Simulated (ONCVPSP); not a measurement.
Transferability test, ONCV potential for phosphorus

P (Z = 15), optimised norm-conserving Vanderbilt (ONCV), made with ONCVPSP 4.0.1 (revPBE, scalar-relativistic). Core [He], reference 2s2 2p6 3s2 3p3. Waves: 2s+3s: rc 0.80 bohr, ncon 5, nbas 8, qcut 12.9 1/bohr, 2 projectors; 2p+3p: rc 0.80 bohr, ncon 3, nbas 6, qcut 14.2 1/bohr, 2 projectors; d scattering state at 0.03 Ha: rc 0.60 bohr, ncon 5, nbas 9, qcut 16.2 1/bohr, 1 projector. Local part: polynomial inside 0.50 bohr (lpopt 5, dvloc0 4 Ha). Core correction: Teter function, parameters optimised by the program.

Energies are relative to the spin-unpolarised reference configuration 2s2 2p6 3s2 3p3; without spin polarisation the order of configurations can differ from experiment.

```csv
valence configuration,charge,ΔE all-electron (eV),error AE − PS (meV)
2s2 2p6 3s2 3p0,+3,58.533,+11
2s2 2p6 3s2 3p2.5,+0.5,3.763,+0.2
```

Problem. What are ΔE and the potential's error for 2s2 2p6 3s2 3p2?

Solution. ΔE = 9.707 eV all-electron; the error (AE − PS) is +0.6 meV.

Problem. What are ΔE and the potential's error for 2s2 2p6 3s2 3p1?

Solution. ΔE = 28.832 eV all-electron; the error (AE − PS) is +3.2 meV.

Levels in the configuration 2s2 2p6 3s2 3p0:

```csv
level,all-electron (eV),pseudo (eV)
2s,-212.501,-212.483
2p,-162.974,-162.824
3s,-45.554,-45.550
```
